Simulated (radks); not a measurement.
Excited configurations of Ag I: one electron is placed in a higher orbital outside [Kr] 4d10. The ground configuration is [Kr] 4d10 5s1. Method: scalar-relativistic Kohn-Sham, LDA (Slater exchange, Perdew-Wang correlation), spin-polarised, spherical densities, point nucleus; open shells are filled with parallel spins first (spin-orbit coupling, left out, can overturn this in heavy ions); computed with a radial shooting solver on a logarithmic mesh with Libxc functionals. Excitation = E - E(ground); binding = E(ion) - E, where the ion is the core of charge +1; n* = 1/sqrt(2 binding) in atomic units, and the quantum defect is n - n*.

| outer orbital | excitation (eV) | binding (eV) | n* | quantum defect | eigenvalue (eV) | <r> (bohr) |
|---|---|---|---|---|---|---|
| 4f | 7.323 | 0.933 | 3.818 | 0.182 | -0.467 | 17.17 |
| 5p | 4.049 | 4.208 | 1.798 | 3.202 | -2.033 | 4.517 |
| 5f | 7.621 | 0.636 | 4.626 | 0.374 | -0.381 | 29.46 |
| 6s | 5.689 | 2.568 | 2.302 | 3.698 | -1.569 | 8.468 |
| 6p | 6.427 | 1.830 | 2.727 | 3.273 | -1.078 | 11.11 |
| 6d | 7.264 | 0.992 | 3.703 | 2.297 | -0.582 | 19.37 |
| 6f | 7.799 | 0.457 | 5.456 | 0.544 | -0.294 | 44.37 |
| 7s | 6.926 | 1.330 | 3.198 | 3.802 | -0.849 | 16.53 |
| 7p | 7.213 | 1.043 | 3.611 | 3.389 | -0.661 | 20.41 |
| 7d | 7.595 | 0.662 | 4.534 | 2.466 | -0.419 | 31.37 |
| 7f | 7.913 | 0.344 | 6.292 | 0.708 | -0.231 | 61.95 |

Estimate the row for 5d.

Answer. excitation (eV) 6.635; binding (eV) 1.621; n* 2.897; quantum defect 2.103; eigenvalue (eV) -0.782; <r> (bohr) 10.05. The Delta-SCF ionisation energy is 8.256 eV (NIST Atomic Spectra Database: 7.576 eV, measured). Self-interaction in the functional shifts the binding energies and quantum defects, so they are the method's values and not measured ones.
